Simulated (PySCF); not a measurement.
BeBr2, SMILES [Br][Be][Br].

The structure is a stationary point at B3LYP-D3(BJ)/def2-TZVP.

These are M06-2X/def2-TZVPD (PySCF) values and carry that method's errors.

Isolated molecule, no solvent.

```
Item                                                                                                           Result
---------------------------------------------------------------------------------------------  ----------------------
total energy                                                                                      -5163.27346 hartree
point group                                                                                                       D∞h
highest occupied level                                                                                      -10.06 eV
lowest empty level                                                                                           -0.39 eV
orbital gap                                                                                                   9.67 eV
dipole moment                                                                                                  0.00 D
quadrupole, principal values (traceless, Buckingham form, about the centre of nuclear charge)   -3.41, 1.70, 1.70 D·Å
mean static polarisability                                                                       56.5 bohr³ (8.37 Å³)
polarisability, principal values                                                               47.2, 47.2, 75.1 bohr³
```
